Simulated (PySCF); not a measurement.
Run record for `C(=C\C=N/[H])/CC(F)(F)F`: BP86/def2-SVPD, IEF-PCM acetone, TDA, 3 singlets.

Method: TDA BP86/def2-SVPD, vertical, IEF-PCM acetone (non-equilibrium linear response), core orbitals frozen in the response (PySCF 2.14.0, density-fitted response routines). Geometry: GFN2-xTB. The input is one job of a driver script: a line of settings, then coordinates in Å.

Command:
```bash
OMP_NUM_THREADS=1 python probes_run.py task.json out
```

Input:
```
{"job": {"kind": "uv", "xc": "BP86", "basis": "def2-SVPD", "solvent": "acetone", "nstates": 3, "ntriplets": 5, "tda": true}, "charge": 0, "multiplicity": 1}
N      3.514064     0.532782     0.175724
C      2.385145     0.645328    -0.369706
C      1.192453    -0.151527    -0.106934
C      0.042902     0.038593    -0.748425
C     -1.196458    -0.766983    -0.512162
C     -2.333577     0.124180    -0.039274
F     -2.630637     1.087887    -0.921583
F     -3.462929    -0.573813     0.158971
F     -2.054595     0.735261     1.119679
H      3.578042    -0.202553     0.880497
H      2.287578     1.420742    -1.124524
H      1.286195    -0.928883     0.642808
H     -0.045040     0.821675    -1.490276
H     -1.528990    -1.240460    -1.440165
H     -1.038568    -1.534239     0.247803
```

Q: Predict the output.

A: 
```
coarse grid: 13472 points
cycle   1  E = -547.7807544365  dE =  1.134e+00  |g| = 9.032e-01  |ddm| = 6.906e+00
cycle   2  E = -547.4148200017  dE =  3.659e-01  |g| = 1.700e+00  |ddm| = 5.499e+00
cycle   3  E = -547.9234754277  dE = -5.087e-01  |g| = 2.265e-01  |ddm| = 4.338e+00
cycle   4  E = -547.9345512620  dE = -1.108e-02  |g| = 1.069e-01  |ddm| = 5.616e-01
cycle   5  E = -547.9371584026  dE = -2.607e-03  |g| = 3.710e-02  |ddm| = 3.548e-01
cycle   6  E = -547.9374571890  dE = -2.988e-04  |g| = 5.131e-03  |ddm| = 8.685e-02
cycle   7  E = -547.9374614700  dE = -4.281e-06  |g| = 2.140e-03  |ddm| = 1.266e-02
final grid: 134080 points
cycle   8  E = -548.0324055076  dE = -7.949e-05  |g| = 7.356e-03  |ddm| = 2.839e-01
cycle   9  E = -548.0323677524  dE =  3.776e-05  |g| = 1.465e-02  |ddm| = 4.496e-02
cycle  10  E = -548.0324168649  dE = -4.911e-05  |g| = 2.311e-03  |ddm| = 3.202e-02
cycle  11  E = -548.0324182319  dE = -1.367e-06  |g| = 3.604e-04  |ddm| = 4.278e-03
cycle  12  E = -548.0324182434  dE = -1.153e-08  |g| = 2.750e-04  |ddm| = 1.347e-03
cycle  13  E = -548.0324182605  dE = -1.713e-08  |g| = 7.212e-05  |ddm| = 7.723e-04
cycle  14  E = -548.0324182618  dE = -1.239e-09  |g| = 2.216e-05  |ddm| = 1.197e-04
cycle  15  E = -548.0324182619  dE = -9.811e-11  |g| = 5.894e-06  |ddm| = 3.761e-05
converged SCF energy = -548.0324182619

Static polarisability (au): isotropic 103.312, principal 71.837 88.051 150.048

Singlet excitations
state   eV       nm        f      main configurations
  1   4.1498    298.8   0.00343   H->L 0.99
  2   6.0500    204.9   0.92727   H-1->L 0.80
  3   6.5553    189.1   0.00347   H->L+1 0.95

Triplet excitations (Tamm-Dancoff, eV): 3.5419 3.5782 5.7036 6.2725 6.4598
```

The SCF starts on a coarse grid where the log names one; the energy can jump when the final grid takes over, and dE then counts from the start density on the new grid. H and L stand for HOMO and LUMO; the number after each pair is its weight.

Q: Give S1 in cm⁻¹ and kJ/mol.

A: 4.1498 eV × 8065.54 = 33470 cm⁻¹; × 96.485 = 400.4 kJ/mol.

Q: Which computed singlet has the largest oscillator strength, and what do all of them sum to?

A: State 2 at 6.05 eV (205 nm), f = 0.927; the 3 states sum to 0.934.

In short: SCF converged in 15 cycles with 237 basis and 845 fitting functions; HOMO -6.32 eV, LUMO -2.46 eV; lowest singlet 4.15 eV; lowest triplet 3.54 eV (Tamm–Dancoff); mean polarisability 103.3 au.

Geometry: GFN2-xTB, one conformer.

On Arm Neoverse V1, one thread, shared host, this took 30 s and 0.81 GiB of memory at its peak.

The values belong to the conformer `[H]/[N:1]=[CH:2]\[CH:3]=[CH:4]\[CH2:5][C:6]([F:7])([F:8])[F:9]`: N1–C2–C3–C4 -179°, C3–C4–C5–C6 120°, C4–C5–C6–F7 59°.
